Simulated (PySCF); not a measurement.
C₄H₈O₂. Atoms are numbered in the order given.

```xyz
14

O      1.8981    -0.2402     0.8750
C      1.1931    -0.1377    -0.3462
C     -0.2809     0.1280    -0.1217
O     -0.5059     1.2408     0.7064
C     -1.2665    -1.0069    -0.0567
C     -1.2508    -0.0624    -1.2431
H      1.9100     0.6467     1.2591
H      1.6083     0.6687    -0.9837
H      1.3291    -1.0883    -0.8849
H     -0.4305     0.9298     1.6190
H     -0.8965    -2.0274    -0.1903
H     -2.0956    -0.9060     0.6492
H     -2.0557     0.6734    -1.3101
H     -0.8752    -0.4290    -2.2032
```
Charge 0, spin multiplicity 1.

Geometry optimised at B3LYP-D3(BJ)/def2-SVP. The values are those of a single conformer.

Level of theory: PySCF with PBE/pcSseg-1.

GIAO shieldings, no solvent; atoms listed in one row are averaged. δ = σ(ref) − σ: ¹⁷O against H2O (σ = 334.3 ppm); ¹³C against TMS (σ = 182.0 ppm); ¹H against TMS (σ = 31.49 ppm), references at their B3LYP-D3(BJ)/def2-TZVP geometries, non-relativistic.

Estimate the chemical shifts. (Estimate from the structure and the level; the computed values follow.)


| nucleus | atoms | count | δ (ppm) |
|---|---|---|---|
| ¹⁷O | O4 | 1 | 59.0 |
| ¹⁷O | O1 | 1 | 31.4 |
| ¹³C | C2 | 1 | 76.7 |
| ¹³C | C3 | 1 | 61.7 |
| ¹³C | C5 | 1 | 21.0 |
| ¹³C | C6 | 1 | 16.4 |
| ¹H | H8 | 1 | 4.65 |
| ¹H | H9 | 1 | 3.20 |
| ¹H | H10 | 1 | 1.58 |
| ¹H | H13 | 1 | 1.24 |
| ¹H | H7 | 1 | 1.12 |
| ¹H | H12 | 1 | 0.94 |
| ¹H | H11 | 1 | 0.90 |
| ¹H | H14 | 1 | 0.70 |
